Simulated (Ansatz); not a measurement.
`N#[C][GaH2]` + `BN[SiH](C)C` → `C[SiH](C)[NH][GaH2]` + `BC#N` at 400 K and 1 bar (redistribution).

Calculated with Ansatz (gas phase, PBE0-D4/def2-TZVP geometries, no zero-point term in ΔE). CBS: MP2 limit from def2 TZ/QZ plus the TZ coupled-cluster correction, frozen cores. This one scheme is used for every species. For Ga outer-core shells are correlated without core-valence functions, which leaves a few kJ/mol of doubt a bond. Scalar relativity is left out up to krypton. One conformer a species, not always the lowest.

| species | CCSD(T)/CBS energy (Eh) | H − E (kJ/mol) | S (J/(mol·K)) |
| --- | --- | --- | --- |
| `N#[C][GaH2]` | -2017.86565 | 76.7 | 301.1 |
| `BN[SiH](C)C` | -450.78732 | 357.8 | 409.5 |
| `C[SiH](C)[NH][GaH2]` | -2349.91257 | 338.8 | 447.4 |
| `BC#N` | -118.71067 | 91.9 | 263.9 |

H − E and S are ideal-gas, rigid-rotor, harmonic terms from PBE0-D4/def2-TZVP, for one conformer and one mirror image of each species. 1 Eh = 2625.50 kJ/mol, R = 8.31446 J/(mol·K).

Question: By hand: ΔE, ΔH, ΔS and ΔG.

Answer: ΔE = (-2349.91257) + (-118.71067) − (-2017.86565) − (-450.78732) = 0.02973 Eh = 78.1 kJ/mol. Δ(H − E) = 338.8 + 91.9 − 76.7 − 357.8 = -3.8, so ΔH = 74.3 kJ/mol. ΔS = 447.4 + 263.9 − 301.1 − 409.5 = 0.7 J/(mol·K). ΔG = 74.3 − 400 × (0.7)/1000 = 74.0 kJ/mol.

Question: By hand: the equilibrium constant, and the temperature at which ΔG would vanish if ΔH and ΔS stayed fixed.

Answer: log₁₀ K = −ΔG/(RT ln 10) = -9.7. ΔG = 0 at ΔH/ΔS = 106143 K, far beyond where these terms or the molecules hold.

The number of gas molecules stays the same, so ΔS is small and ΔH decides. A doubt of 5 kJ/mol in ΔE shifts log₁₀ K by 0.7 here. Other conformers and mirror images would add mixing entropy, several J/(mol·K) or more a flexible species. Modes under 60 cm⁻¹, often nearly free rotors, make the harmonic entropy too high. These are equilibria of isolated gas molecules and say nothing of rates. Largest T1 diagnostic: 0.014 (customary marks: 0.02 for closed shells, 0.045 for open ones).
